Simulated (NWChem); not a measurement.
Everything below was run with NWChem. System: IIn, charge 0, spin multiplicity 1, displaced from the optimised geometry. The structure started from a generated list of species. Level: PBE/def2-SVP with def2 effective core potentials on In, I.

Output (cleaned and shortened):

```
             Northwest Computational Chemistry Package (NWChem) 7.3.0
             --------------------------------------------------------

                                NWChem Input Module
                                -------------------

 Scaling coordinates for geometry "geometry" by  1.889725989
 (inverse scale =  0.529177249)

 Turning off AUTOSYM since
 SYMMETRY directive was detected!

                             Geometry "geometry" -> ""
                             -------------------------

 Output coordinates in angstroms (scale by  1.889725989 to convert to a.u.)

  No.       Tag          Charge          X              Y              Z
 ---- ---------------- ---------- -------------- -------------- --------------
    1 In                  49.0000     0.00000000     0.00000000    -1.49019300
    2 I                   53.0000     0.00000000     0.00000000     1.37772600

 Effective nuclear repulsion energy (a.u.)     479.1883298141

            Nuclear Dipole moment (a.u.)
            ----------------------------
        X                 Y               Z
 ---------------- ---------------- ----------------
     0.0000000000     0.0000000000     0.0000396842

      Symmetry information
      --------------------

 Group name             C2v
 Group number             16
 Group order               4
 No. of unique centers     2

      Symmetry unique atoms

     1    2


 Summary of "ao basis" -> "" (spherical)
 ------------------------------------------------------------------------------
       Tag                 Description            Shells   Functions and Types
 ---------------- ------------------------------  ------  ---------------------
 *                          def2-svp                  on all atoms

 Summary of "ao basis" -> "ao basis" (spherical)
 ------------------------------------------------------------------------------
       Tag                 Description            Shells   Functions and Types
 ---------------- ------------------------------  ------  ---------------------
 In                         def2-svp                10       26   4s4p2d
 I                          def2-svp                10       26   4s4p2d

 Summary of "ao basis" -> "ao basis" (spherical)
 ------------------------------------------------------------------------------
       Tag                 Description            Shells   Functions and Types
 ---------------- ------------------------------  ------  ---------------------
[...]
           0.000000000000           0.000000000000           0.000000000000

     Multipole analysis of the density
     ---------------------------------

     L   x y z        total         alpha         beta         nuclear
     -   - - -        -----         -----         ----         -------
     0   0 0 0     -0.000000    -23.000000    -23.000000     46.000000

     1   1 0 0     -0.000000     -0.000000     -0.000000      0.000000
     1   0 1 0     -0.000000     -0.000000     -0.000000      0.000000
     1   0 0 1     -1.473608     -3.712269     -3.712269      5.950930

     2   2 0 0    -36.371922    -18.185961    -18.185961      0.000000
     2   1 1 0     -0.000000     -0.000000     -0.000000      0.000000
     2   1 0 1     -0.000000     -0.000000     -0.000000      0.000000
     2   0 2 0    -36.371922    -18.185961    -18.185961      0.000000
     2   0 1 1     -0.000000     -0.000000     -0.000000      0.000000
     2   0 0 2    -37.079727   -186.535945   -186.535945    335.992163

            General Information
            -------------------
          SCF calculation type: DFT
          Wavefunction type:  closed shell.
          No. of atoms     :     2
          No. of electrons :    46
           Alpha electrons :    23
            Beta electrons :    23
          Charge           :     0
          Spin multiplicity:     1
          Use of symmetry is: on ; symmetry adaption is: on
          Maximum number of iterations: 100
          AO basis - number of functions:    52
                     number of shells:    20
          Convergence on energy requested:  1.00D-06
          Convergence on density requested:  1.00D-05
          Convergence on gradient requested:  5.00D-04

              XC Information
              --------------
          PerdewBurkeErnzerhof Exchange Functional  1.000
            Perdew 1991 LDA Correlation Functional  1.000 local
           PerdewBurkeErnz. Correlation Functional  1.000 non-local

             Grid Information
             ----------------
          Grid used for XC integration:  coarse
          Radial quadrature: Mura-Knowles
          Angular quadrature: Lebedev.
          Tag              B.-S. Rad. Rad. Pts. Rad. Cut. Ang. Pts.
          ---              ---------- --------- --------- ---------
          In                  1.55      104           9.0       302
          I                   1.40      104          10.0       302
          Grid pruning is: on
          Number of quadrature shells:   208
          Spatial weights used:  Erf1

          Convergence Information
          -----------------------
          Convergence aids based upon iterative change in
          total energy or number of iterations.
          Levelshifting, if invoked, occurs when the
          HOMO/LUMO gap drops below (HL_TOL):  1.00D-02
          DIIS, if invoked, will attempt to extrapolate
          using up to (NFOCK): 10 stored Fock matrices.

                    Damping( 0%)  Levelshifting(0.5)       DIIS
                  --------------- ------------------- ---------------
          dE  on:    start            ASAP                start
          dE off:    2 iters        100 iters           100 iters

      Screening Tolerance Information
      -------------------------------
          Density screening/tol_rho:  1.00D-10
          AO Gaussian exp screening on grid/accAOfunc:  14
          CD Gaussian exp screening on grid/accCDfunc:  20
          XC Gaussian exp screening on grid/accXCfunc:  20
          Schwarz screening/accCoul:  1.00D-08

                            NWChem DFT Gradient Module
                            --------------------------

  charge          =   0.00
  wavefunction    = closed shell

  Using symmetry

                         DFT ENERGY GRADIENTS

    atom               coordinates                        gradient
                 x          y          z           x          y          z
   1 In      0.000000   0.000000  -2.816056    0.000000   0.000000  -0.006409
   2 I       0.000000   0.000000   2.603525    0.000000   0.000000   0.006409

                 ----------------------------------------
                 |  Time  |  1-e(secs)   |  2-e(secs)   |
                 ----------------------------------------
                 |  CPU   |       0.05   |       4.47   |
                 ----------------------------------------
                 |  WALL  |       0.05   |       4.47   |
                 ----------------------------------------

 Task  times  cpu:        6.5s     wall:        6.5s

 Total times  cpu:        6.5s     wall:        6.5s
```

Question: Write an NWChem input that would produce this output.

Answer: This is not unique; one that fits is 
```
start mol
memory heap 200 mb stack 900 mb global 1100 mb
geometry units angstroms nocenter noautoz
  In     0.000000     0.000000    -1.490193
  I      0.000000     0.000000     1.377726
  symmetry group C2v
end
basis spherical
  * library def2-svp
end
ecp
  In library def2-ecp
  I library def2-ecp
end
dft
  xc xpbe96 cpbe96
  semidirect memsize 60000000 filesize 0
  iterations 100
  grid coarse
end
task dft gradient
```
